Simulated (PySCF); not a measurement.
Species: C6H9OS (doublet state).
SMILES with atom numbers: `[CH2:1]=[CH:2][O:3][C@@H:4]1[CH2:5][CH2:6][CH:7][S:8]1` (hydrogens: H9, H10 on C1; H11 on C2; H12 on C4; H13, H14 on C5; H15, H16 on C6; H17 on C7)

Geometry (GFN2-xTB, Å), atoms numbered from 1 in this order:
```
atom  x, y, z in Å
C1     2.824   -0.402   -0.351
C2     2.062   -0.884    0.616
O3     0.801   -0.512    0.962
C4     0.209    0.555    0.295
C5    -1.107    0.904    0.978
C6    -2.154   -0.079    0.455
C7    -1.896   -0.195   -1.001
S8    -0.263    0.089   -1.438
H9     3.808   -0.802   -0.504
H10    2.508    0.373   -1.027
H11    2.389   -1.677    1.273
H12    0.899    1.405    0.226
H13   -1.386    1.923    0.707
H14   -0.984    0.837    2.058
H15   -3.170    0.274    0.648
H16   -2.038   -1.047    0.966
H17   -2.510   -0.751   -1.681
```

The hyperfine couplings belong to this conformer and change with its torsions.

Computed with UKS B3LYP, pcH-1 on C H O S, non-relativistic, mean-field spin-orbit, GIAO (PySCF 2.14.0). One conformer (not necessarily the lowest) at the GFN2-xTB geometry, without solvent, vibrations or thermal averaging. The geometry wasn't refined by DFT: couplings that depend on bond lengths, twists or pyramidal angles can differ widely from those at the functional's own minimum. No stability test was run, so a lower SCF solution isn't excluded.

The isotropic 13C couplings are +118.1, -24.3, +5.1, -2.2, +0.7 MHz. Assign them to C2; C4; C5; C6; C7.

```csv
site,a_iso (MHz),ρ(0) (bohr⁻³),position,distance from C7 (Å),spin population,largest |T| (MHz)
C2,+0.7,+0.0006,4 bonds from C7,4.33,0.00,0.6
C4,-2.2,-0.0019,2 bonds from C7,2.58,0.00,1.1
C5,+5.1,+0.0045,2 bonds from C7,2.40,+0.01,1.9
C6,-24.3,-0.0217,1 bond from C7,1.48,-0.06,2.5
C7,+118.1,+0.1047,largest spin population,0.00,+0.84,143.1
```

ρ(0) is the spin density at the nucleus and T the dipolar tensor; a_iso includes a spin–orbit part. The Mulliken spin populations are largest on C7 (+0.84), S8 (+0.17) and C6 (-0.06). The angles at C7 add up to 356.1°, so it is nearly planar; its axial dipolar tensor and the negative coupling of its proton fit spin in a p orbital normal to that plane.

The run took 1.7 min of wall time (grids of density and orbitals included) on one thread, Arm Neoverse V2 (aarch64), on a shared host, and the process peaked at 0.98 GiB of memory.
